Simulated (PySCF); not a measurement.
## Tellurium: a sound run and one with changed settings

Sound run: Te²⁺ [Kr] 4d10 5s2 5p2, Te³⁺ [Kr] 4d10 5s2 5p1. Computed with PySCF 2.14 in cc-pVDZ-PP with ECP28MDF (4s3p2d, 23 functions), with scalar relativity through the core potential. The sound run starts from symmetry-adapted Hartree-Fock orbitals and uses a fine grid where one is needed.

Changed run: 14 angular points. This setting is unsound on purpose.

```
species  method  sound run (hartree)  changed run (hartree)  converged
   Te²⁺     UHF           -266.03947             -266.03947        yes
   Te²⁺     PBE           -266.95577             -266.95615        yes
   Te²⁺  r2SCAN           -267.06032             -267.06233        yes
   Te³⁺     UHF           -265.05025             -265.05025        yes
   Te³⁺     PBE           -265.94597             -265.94566        yes
   Te³⁺  r2SCAN           -266.04343             -266.04315        yes
```

Ionisation energy of Te²⁺:

| method | sound run (eV) | changed run (eV) |
| --- | --- | --- |
| UHF | 26.918 | 26.918 |
| PBE | 27.478 | 27.497 |
| r2SCAN | 27.671 | 27.733 |

A coarse angular grid integrates products of high-l functions wrongly, so density functionals can shift, and the SCF can exploit the error; Hartree-Fock and MP2 need no grid.

For comparison, NIST gives 27.84 ± 0.04 eV between the lowest levels.
